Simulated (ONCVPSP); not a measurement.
Before and after: ONCV potential for copper

```
Element                 : Cu (Z = 29)
Generator               : ONCVPSP 4.0.1
Type                    : optimised norm-conserving Vanderbilt (ONCV)
Functional              : PBEsol
Relativity              : scalar-relativistic
Frozen core             : [Ar]
Valence charge          : 11
Reference configuration : 3d10 4s0.5 4p0.5
Partial waves           : 4s: rc 2.10 bohr, ncon 4, nbas 8, qcut 3.4 1/bohr, 1 projector; 4p: rc 3.90 bohr, ncon 4, nbas 8, qcut 1.8 1/bohr, 2 projectors, debl 3.1 Ha; 3d: rc 1.45 bohr, ncon 5, nbas 10, qcut 12.4 1/bohr, 2 projectors, debl 1.7 Ha
Local potential         : polynomial inside 1.00 bohr (lpopt 5, dvloc0 2 Ha)
Core correction         : none
```

Change: all radii scaled by about 1.25 (s 2.62, p 4.86, d 1.82 bohr); local potential polynomial inside 1.24 bohr (lpopt 5, dvloc0 2 Ha).

Cutoffs: the cutoffs (Ha) at which the residual kinetic energy of the hardest occupied pseudo-wave falls to 1 and 0.1 mHa per electron; they do not see the model core or the augmentation charge, which bear on the density cutoff. Errors are all-electron minus pseudo energies relative to the spin-unpolarised reference configuration.

How do hardness, ghosts and transferability respond?

The potential gets softer (58 Ha and 65 Ha → 41 Ha and 46 Ha); the bound ghost in s disappears; the lowest positive-energy flag moves from p at 33.5 eV to s at 2.0 eV; of the 3 tests that both files solve, the error grows in 3 and shrinks in 0 by more than 15 % and 0.3 meV (median size 0.7 → 3.2 meV). A larger radius leaves more room for a smooth pseudo-wave, so fewer plane waves are needed. More of the atom is replaced by a form fitted at one configuration, so other configurations suffer.

| quantity | base | changed |
| --- | --- | --- |
| cutoff, loose | 58 Ha | 41 Ha |
| cutoff, tight | 65 Ha | 46 Ha |
| loose cutoff by channel | s 5.1 Ha, p 1.3 Ha, d 58 Ha | s 4.0 Ha, p 1.2 Ha, d 41 Ha |
| bound ghosts | s | none |
| GHOST(+) flags under 300 eV | p at 33.5 eV, p at 85.9 eV | s at 2.0 eV, p at 96.0 eV, p at 289.7 eV |
| tests with a reliable result | 3 of 4 | 3 of 4 |
| error for 3d10 4s1 4p0, meV [ΔE -2.04 eV] | -0.8 | -1.7 |
| error for 3d10 4s0 4p0, meV [ΔE 6.07 eV] | -0.6 | +11 |
| error for 3d10 4s0.5 4p0, meV [ΔE 1.12 eV] | +0.7 | +3.2 |

 A true bound ghost makes a file unfit for plane-wave use even where its test errors are small: the radial tests pick states by their node count and pass the ghost by.
